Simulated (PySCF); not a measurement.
Can point charges reproduce the dipole moment of `O=Cc1ccccc1F`?

Coordinates (GFN2-xTB, Å) and charges (e) from the PBE0/pcSseg-1 density (PySCF):

```csv
atom,x,y,z,Mulliken,IAO,Hirshfeld,ESP-fitted
O1,2.862,-1.331,0.448,-0.3558,-0.3940,-0.2221,-0.4446
C2,2.321,-0.309,0.113,+0.4083,+0.2491,+0.1151,+0.4090
C3,0.864,-0.122,0.042,-0.5220,-0.1071,-0.0375,-0.0865
C4,0.002,-1.167,0.380,+0.0463,-0.1111,-0.0262,-0.0881
C5,-1.367,-1.001,0.318,-0.0631,-0.1605,-0.0472,-0.2270
C6,-1.902,0.216,-0.083,-0.0473,-0.1213,-0.0258,-0.0745
C7,-1.070,1.269,-0.423,-0.1322,-0.1931,-0.0635,-0.2696
C8,0.299,1.090,-0.357,+0.4474,+0.3068,+0.1003,+0.2582
F9,1.101,2.118,-0.690,-0.2738,-0.2622,-0.0673,-0.1742
H10,2.905,0.585,-0.173,+0.0772,+0.1142,+0.0391,+0.0272
H11,0.443,-2.103,0.688,+0.0955,+0.1780,+0.0571,+0.1597
H12,-2.023,-1.816,0.582,+0.1012,+0.1618,+0.0568,+0.1681
H13,-2.972,0.346,-0.132,+0.1048,+0.1652,+0.0610,+0.1539
H14,-1.466,2.222,-0.737,+0.1134,+0.1740,+0.0601,+0.1884
```

Q: Form Σ q r in debye for every column and set it beside the full dipole.

A: The full density gives (-3.33, 0.99, -0.34) D, 3.49 D in size; dipole vectors point from the negative to the positive end.

```
    scheme     μx    μy     μz  size (D)  share of the full size (%)  angle to the full dipole (°)
  Mulliken  -3.78  0.47  -0.17      3.81                         109                            10
       IAO  -4.06  0.49  -0.17      4.09                         117                            10
 Hirshfeld  -2.44  0.85  -0.29      2.60                          75                             3
ESP-fitted  -3.34  0.99  -0.34      3.50                         100                             0
```

Q: Which set comes closest?

A: Length of the difference vector: ESP-fitted 0.01 D, Mulliken 0.70 D, IAO 0.90 D, Hirshfeld 0.90 D. Closest: ESP-fitted. The schemes that divide the density aren't constrained to reproduce the dipole.

Q: What is left for the Hirshfeld atoms' own dipoles?

A: The shares of the density sum to the whole, so what Σ q r misses lies in dipoles about the nuclei. The atomic dipoles sum to (-3.33, 0.99, -0.34) − (-2.44, 0.85, -0.29) = (-0.89, 0.14, -0.05) D, 0.90 D in size.

Q: With the origin at the mean of the coordinates, (0.000, 0.000, -0.002) Å, which are the largest single terms, by size, of the Hirshfeld dipole along the direction of the full one?

A: O1 +3.36, C2 -1.28, H13 +0.86, H14 +0.61, H10 -0.49 D; all 14 atoms together +2.60 D. The single terms depend on the origin, their sum doesn't.

Q: Give the size of the full dipole in other units.

A: 3.49 D = 1.375 au = 0.728 e·Å = 11.66 × 10⁻³⁰ C·m.

The structure is a single GFN2-xTB conformer in the gas phase; no vibrational or solvent corrections.

These values come from a run that also computed NMR shieldings. On one thread, x86-64 server, shared host, this took 26 s.

Shape of the structure used: `[O:1]=[CH:2][c:3]1[cH:4][cH:5][cH:6][cH:7][c:8]1[F:9]`: O1–C2–C3–C4 0°.
